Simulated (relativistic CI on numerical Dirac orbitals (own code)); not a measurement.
**What each ingredient does to the levels of Re LXXII**

Base calculation: Dirac-Coulomb-Breit CI, orbitals from a KLI potential per configuration, QED by a radiative potential, unscaled Slater integrals.

Configurations in the expansion (outside the closed core 1s2): 2s2, 2s 2p, 2p2, 2p 3s, 2p 3p, 2s 3s, 2s 3p, 2s 3d, 2s 4s, 2s 4p, 2s 4d, 2s 4f, 2s 5s, 3s2, 2s 5p, 2s 5d, 2s 5f, 2s 5g, 3s 3p, 3p2. Levels of other configurations are missing.

Variants: (1) QED terms removed; (2) configuration mixing switched off. Shifts of the energy above 2s2 1S_0, in eV, for the lowest level and the first level of each name with at least 55 % of one term (blank where a level changes its place among those of its configuration and J or its character, or is not in the variant):

```
      Level     Base   Δ(1)   Δ(2)
   2s2 1S_0      0.0    0.0    0.0
2s 2p 3P°_0    177.0  +19.0  -10.9
2s 2p 3P°_1    211.5  +19.0  -10.8
   2p2 3P_0    497.9  +38.2  -18.9
2s 2p 3P°_2   1751.0  +17.6  -11.0
2s 2p 1P°_1   1843.9  +17.6  -10.9
   2p2 3P_1   2027.2  +37.3  -11.0
   2p2 1D_2   2045.4  +37.3  -10.6
   2p2 3P_2   3614.3  +35.9  -10.8
   2p2 1S_0   3684.5  +35.9  -13.4
 2s 3s 3S_1  11332.4  +14.9   -9.9
 2s 3s 1S_0  11367.6  +15.1   -7.2
2s 3p 3P°_0  11415.4  +20.6  -11.0
2s 3p 3P°_1  11415.5  +20.7   -9.8
2p 3s 3P°_0  11551.7  +34.7  -11.2
2p 3s 3P°_1  11553.8  +34.5  -10.3
 2p 3p 3D_1  11601.6  +40.4  -10.4
 2p 3p 3P_0  11657.9  +40.2  -14.2
2s 3p 3P°_2  11880.4  +20.2  -11.0
2s 3p 1P°_1  11888.3  +20.2  -12.1
 2s 3d 3D_1  11914.8  +21.3  -11.6
 2s 3d 3D_2  11920.3  +21.2  -10.6
```

At this charge energies of transitions that change n are usually good to better than 1 %, and those within a shell (Δn = 0) to a few per cent.

Ionisation energy from the two ground configurations alone: base 19951.7 eV; QED terms removed 19973.5 eV. The NIST ASD value (theoretical) is 19950 eV.

LS names give the leading component of a level, which can be under half, so a name can repeat, a term be missing and a line seem to break the LS rules.
